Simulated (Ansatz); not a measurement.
Start from `BO[SiH2][GeH2][F]` and change one atom or group to get `BO[SiH2]S`.

Ansatz, PBE0-D4/def2-TZVP geometries, multiplicity 1. Each molecule was computed in one conformer, which needn't be the lowest.

Scalar relativity is left out up to krypton.

```csv
property,`BO[SiH2][GeH2][F]`
HOMO–LUMO gap (PBE0/def2-TZVPP) / eV,7.45
LUMO energy (PBE0/def2-TZVPP) / eV,-0.92
HOMO–LUMO gap (PBE/def2-TZVPP) / eV,5.35
LUMO energy (B3LYP/def2-TZVPP) / eV,-1.13
size of the dipole moment (B3LYP/def2-TZVPP) / D,2.48
HOMO–LUMO gap (B3LYP/def2-TZVPP) / eV,7.05
```

(1) Give the same properties after the change, and the shifts. (An estimate is asked.)

## Answers

(1) Computed: 
| property | `BO[SiH2]S` | shift |
| --- | --- | --- |
| HOMO–LUMO gap (PBE0/def2-TZVPP) / eV | 7.14 | -0.31 |
| LUMO energy (PBE0/def2-TZVPP) / eV | -0.77 | 0.15 |
| HOMO–LUMO gap (PBE/def2-TZVPP) / eV | 4.90 | -0.45 |
| LUMO energy (B3LYP/def2-TZVPP) / eV | -1.01 | 0.12 |
| size of the dipole moment (B3LYP/def2-TZVPP) / D | 0.85 | -1.63 |
| HOMO–LUMO gap (B3LYP/def2-TZVPP) / eV | 6.63 | -0.42 |

With PBE0 the HOMO rises by 0.46 eV and the LUMO rises by 0.15 eV, so the gap narrows by about 0.31 eV. PBE moves the HOMO by 0.48 eV and ωB97M-V by 0.31 eV. Dipoles are sizes alone; their direction can turn.

B3LYP here is the variant with VWN-RPA as its local correlation; programs differ in this.
